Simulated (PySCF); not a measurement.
From one molecule to another.

First species: C7H16NP.
SMILES with atom numbers: `[CH2:1]=[CH:2][CH2:3][P:4]([CH2:5][CH2:6][CH3:7])[NH:8][CH3:9]` (hydrogens: H10, H11 on C1; H12 on C2; H13, H14 on C3; H15, H16 on C5; H17, H18 on C6; H19, H20, H21 on C7; H22 on N8; H23, H24, H25 on C9)

Cartesian coordinates in Å at the GFN2-xTB level; atoms count from 1:
```
atom  x, y, z in Å
C1    -3.478   -1.316   -0.584
C2    -2.437   -1.522    0.204
C3    -1.024   -1.294   -0.195
P4    -0.348    0.218    0.682
C5     1.305    0.308   -0.182
C6     2.317   -0.682    0.382
C7     3.688   -0.501   -0.258
N8    -1.159    1.345   -0.349
C9    -1.090    2.750    0.026
H10   -3.359   -0.994   -1.607
H11   -4.489   -1.474   -0.249
H12   -2.584   -1.847    1.227
H13   -0.404   -2.141    0.108
H14   -0.933   -1.130   -1.271
H15    1.153    0.157   -1.254
H16    1.681    1.326   -0.038
H17    2.395   -0.539    1.463
H18    1.971   -1.704    0.210
H19    4.067    0.502   -0.072
H20    4.399   -1.218    0.147
H21    3.627   -0.649   -1.335
H22   -2.134    1.063   -0.438
H23   -0.049    3.016    0.203
H24   -1.664    3.000    0.924
H25   -1.463    3.351   -0.804
```

Second species: C8H13P.
SMILES with atom numbers: `[CH3:1][CH:2]([CH3:3])[P:4]1[CH:5]=[CH:6][CH2:7][CH:8]=[CH:9]1` (hydrogens: H10, H11, H12 on C1; H13 on C2; H14, H15, H16 on C3; H17 on C5; H18 on C6; H19, H20 on C7; H21 on C8; H22 on C9)

Levels: PBE0/pcSseg-1 for HOMO energy, LUMO energy and HOMO–LUMO gap. Geometries: GFN2-xTB. Each structure is a single optimised conformer of the isolated species, non-relativistic unless stated. Electronic properties by PySCF.

The conformers computed, where there is a choice (atom-mapped SMILES and torsion angles):
- `[CH3:1][CH:2]([CH3:3])[P:4]1[CH:5]=[CH:6][CH2:7][CH:8]=[CH:9]1`: C1–C2–P4–C5 -80°

The conformers of `C=CCP(CCC)NC` aren't listed.

Values for the first species:

| Item | Value |
| --- | --- |
| HOMO energy | -5.69 eV |
| LUMO energy | 0.15 eV |
| HOMO–LUMO gap | 5.84 eV |

**Question.** Estimate the same properties for the second species, and the change in each.

**Answer.** 
```tsv
property	first	second	second less first
HOMO energy	-5.69 eV	-6.07 eV	-0.38 eV
LUMO energy	0.15 eV	0.01 eV	-0.14 eV
HOMO–LUMO gap	5.84 eV	6.08 eV	+0.24 eV
```

